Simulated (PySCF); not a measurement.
Electronic absorption of Si(GeH3)H3

Compound: Si(GeH3)H3.
Z-matrix (Å and degrees, PBE0-D3(BJ)/def2-SVP geometry), rows numbered from 1:
```
Si
Ge  1  2.3822
H   2  1.5403  1  110.49
H   2  1.5402  1  110.49  3  -119.99
H   2  1.5402  1  110.51  3   120.02
H   1  1.4948  2  110.06  3    56.07
H   1  1.4948  2  110.12  3   -63.92
H   1  1.4948  2  110.08  3   176.06
```

Method: PySCF 2.14.0, density-fitted response routines, TDDFT wB97X-D/def2-SVPD, vertical, gas phase, core orbitals frozen in the response. Relativistic effects, spin–orbit coupling among them, are left out although an element past zinc is present.

List the vertical singlet excitations with oscillator strengths and describe the spectrum.

```csv
state,E (eV),E (hartree),f,"main configurations (H = HOMO, L = LUMO)"
S1,7.57,0.2782,0.140,"H→L (84%), H→L+1 (13%)"
S2,7.63,0.2804,0.023,"H→L+2 (74%), H→L+3 (17%)"
S3,7.63,0.2804,0.023,"H→L+3 (74%), H→L+2 (17%)"
S4,7.99,0.2935,0.519,"H→L+1 (82%), H→L (11%)"
S5,8.36,0.3074,0.0005,H→L+5 (89%)
S6,8.37,0.3074,0.0005,H→L+4 (89%)
S7,8.61,0.3165,0.073,H-2/H-1→L (≥92%)
S8,8.61,0.3166,0.073,H-2/H-1→L (≥92%)
S9,8.72,0.3205,0.0001,"H-2/H-1→L+2 (≥45%), H-2/H-1→L+3 (≥27%)"
S10,8.92,0.3279,0.026,"H-2/H-1→L+1 (≥55%), H-2/H-1→L+2 (≥12%), H-2/H-1→L+3 (≥12%)"
S11,8.92,0.3279,0.026,"H-2/H-1→L+1 (≥55%), H-2/H-1→L+2 (≥12%), H-2/H-1→L+3 (≥12%)"
S12,9.10,0.3344,0.0001,"H-2/H-1→L+1 (≥22%), H-2/H-1→L+2 (≥19%), H-2/H-1→L+3 (≥19%)"
S13,9.10,0.3345,0.0000,"H-2/H-1→L+1 (≥22%), H-2/H-1→L+3 (≥19%), H-2/H-1→L+2 (≥19%)"
S14,9.11,0.3346,0.0075,"H-4→L+2 (18%), H-3→L+3 (17%), H-2/H-1→L+4 (≥14%)"
```

Triplets, Tamm–Dancoff:

| state | E (eV) | λ (nm) | main configurations (H = HOMO, L = LUMO) |
| --- | --- | --- | --- |
| T1 | 6.82 | 181.8 | H→L+2 (69%), H→L+3 (27%) |
| T2 | 6.82 | 181.8 | H→L+3 (69%), H→L+2 (27%) |
| T3 | 6.90 | 179.6 | H→L (78%), H→L+1 (9%) |
| T4 | 7.43 | 166.8 | H→L+1 (80%), H→L (11%) |

The lowest singlet lies at 7.57 eV (164 nm, vacuum ultraviolet) and is of moderate strength; its leading configuration is HOMO→LUMO (84%). The strongest level in the table is S4 at 7.99 eV (155 nm, f = 0.519). S2/S3, S5/S6, S7/S8, S10/S11 and S12/S13/S14 lie within about 0.01 eV of each other in each set. Löwdin shares by element: HOMO germanium 36%, silicon 34%, hydrogen 10% or more (atoms not listed hold the other 19%); LUMO germanium 46%, hydrogen 17% or more, silicon 16% (atoms not listed hold the other 21%). Weighted by f, the mean energy of these states is 8.07 eV. Orbital energies (eV): HOMO-3 -12.10, HOMO-2 -11.28, HOMO-1 -11.28, HOMO -10.08, LUMO 1.57, LUMO+1 1.91, LUMO+2 2.21. The listed states span 1.54 eV, and the widest gap between neighbours is 0.38 eV (S4 to S5). Orbitals of the list HOMO-3 to LUMO+2 that lie within 0.01 eV of each other are written together with a slash and their weights summed (≥ marks a lower bound); for degenerate orbitals outside that list single weights are arbitrary. Only the lowest 15 singlets were computed, as vertical energies without vibronic structure. The highest level found (9.28 eV, f 0.095 so far) is left out, since the window may have cut off a degenerate partner.

On Arm Neoverse V1, one thread, on a shared host, this took 8.3 s wall.
